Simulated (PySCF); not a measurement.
Dipole response of Br⁺ (bromine, charge +1)

[Ar] 3d10 4s2 4p4, high-spin 3P determinant. Computed with PySCF 2.14 in aug-cc-pVQZ-PP with one added diffuse shell each of s, p, d, f, g type with ECP10MDF (8s7p6d4f3g, 114 functions), with scalar relativity through the core potential. Coupled (time-dependent) response in atomic units; α is the mean over directions.

| method | mean α (bohr³) | α xx, yy, zz | C₆ (like pair) | S(−4) |
| --- | --- | --- | --- | --- |
| UHF | 12.30 | 12.05, 12.80, 12.05 | 75.76 | 30.99 |
| PBE | 12.84 | 12.44, 13.65, 12.44 | 79.76 | 35.53 |
| PBE0 | 12.57 | 12.22, 13.27, 12.22 | 77.70 | 33.23 |
| r2SCAN0 | 12.36 | 12.04, 12.99, 12.04 | 77.63 | 30.30 |

S(−4) is the Cauchy moment in α(ω) = α(0) + S(−4) ω² + …

Spin-orbit coupling is absent.

α(iu) at PBE0:

| u (hartree) | α(iu) (bohr³) |
| --- | --- |
| 0 | 12.57 |
| 0.0500 | 12.49 |
| 0.100 | 12.25 |
| 0.200 | 11.38 |
| 0.300 | 10.22 |
| 0.500 | 7.792 |
| 0.750 | 5.426 |
| 1.00 | 3.871 |
| 1.50 | 2.196 |
| 2.00 | 1.410 |
| 3.00 | 0.7366 |
| 5.00 | 0.3202 |

For an ion, C₆ is the dispersion term alone; charge-induced terms of lower order in 1/R come first.

The components differ because the open shell of this determinant is not spherical; for a pure term their mean is the scalar polarisability.

Energies and moments cover only the electrons outside the core potential.
